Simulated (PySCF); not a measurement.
Compound: C3H7FGe.
Z-matrix (Å and degrees, PBE0-D3(BJ)/def2-SVP geometry), rows numbered from 1:
```
C 
C   1  1.3370
Ge  2  1.9550  1  121.44
C   2  1.4972  1  122.09  3   179.30
F   4  1.3773  2  110.57  1   150.01
H   1  1.0939  2  121.97  3    -2.57
H   1  1.0975  2  121.76  3   178.08
H   3  1.5371  2  110.93  1  -107.55
H   3  1.5393  2  110.11  1   131.51
H   3  1.5403  2  107.33  1    11.92
H   4  1.1053  2  110.06  1   -91.29
H   4  1.1040  2  111.71  1    28.96
```

Method used: PBE0-D3(BJ)/def2-SVP geometry optimisation, gas phase in PySCF 2.14.0.

Masses are those of the commonest isotopes; rigid-rotor values at the optimised geometry. The values belong to one conformer with, in the numbering `[CH2:1]=[C:2]([GeH3:3])[CH2:4][F:5]`, C1–C2–C4–F5 150°.

Q: Give the principal moments of inertia and the rotational constants in cm⁻¹.

A: Ia = 120.77, Ib = 220.33, Ic = 326.58 u·Å²; 505379 MHz·u·Å²/I gives 4185, 2294 and 1547 MHz, that is A = 0.13959, B = 0.07651, C = 0.05162 cm⁻¹.

Q: What kind of rotor is it?

A: An asymmetric top; Ray's κ = -0.434.

Q: What does the inertial defect say?

A: Not planar: Δ = Ic − Ia − Ib = -14.52 u·Å². For a rigid frame Δ = −2 Σ m c², so Σ m c² = 7.26 u·Å² lies off the ab plane: 5.20 from hydrogen and 2.05 from heavier atoms. The atom farthest from that plane is 1.37 Å away.

Q: List the rotational levels J(Ka,Kc) to J = 2 (MHz).

A: Above 0(0,0):
J = 1: 1(0,1) 3841, 1(1,1) 5732, 1(1,0) 6478
J = 2: 2(0,2) 11343, 2(1,2) 12668, 2(1,1) 14907, 2(2,1) 20580, 2(2,0) 20761
The levels of one J sum to (2J + 1)J(J + 1)(A + B + C)/3.

Q: Which lines would a microwave search look for?

A: The dipole components are |μa| = 0.60 D, |μb| = 1.64 D, |μc| = 0.56 D. Intensities carry the squares of the components, which stand as 0.13 : 1.00 : 0.12 (a : b : c). Some lines, for components of 0.1 D or more:

| type | branch | J(Ka,Kc) | MHz | lower level (cm⁻¹) |
| --- | --- | --- | --- | --- |
| c | Q | 2(1,2) ← 2(0,2) | 1326 | 0.378 |
| c | Q | 1(1,1) ← 1(0,1) | 1891 | 0.128 |
| b | R | 4(2,2) ← 3(3,1) | 6034 | 1.452 |
| b | Q | 4(1,3) ← 4(0,4) | 7648 | 1.207 |
| b | Q | 3(3,0) ← 3(2,1) | 10608 | 1.099 |
| b | Q | 4(2,3) ← 4(1,4) | 10775 | 1.219 |
| a | R | 4(3,2) ← 3(3,1) | 15657 | 1.452 |
| a | R | 4(3,1) ← 3(3,0) | 15820 | 1.453 |
| c | R | 3(1,2) ← 2(0,2) | 16077 | 0.378 |
| c | R | 3(3,0) ← 2(2,0) | 22794 | 0.693 |
| b | R | 4(2,2) ← 3(1,3) | 26590 | 0.766 |
| c | R | 4(3,2) ← 3(2,2) | 27080 | 1.071 |
| b | R | 4(4,1) ← 3(3,0) | 31226 | 1.453 |

Q: Estimate the classical rotational partition function at 25 K, 100 K and 200 K.

A: Point group C1, symmetry number σ = 1; q = (√π/σ)·√((kT/h)³/(ABC)), k/h = 20836.6 MHz/K: 5470 at 25 K, 43700 at 100 K, 124000 at 200 K.

Stationary, but not proved a minimum. Constants of a rigid frame at the computed geometry: no zero-point averaging, no centrifugal distortion. A rigid rotor knows nothing of internal rotation, which can split or shift real lines.

On an Arm Neoverse V2 with one thread (shared host), this took 64 s and 0.51 GiB of memory at its peak. These figures are those of the optimisation.
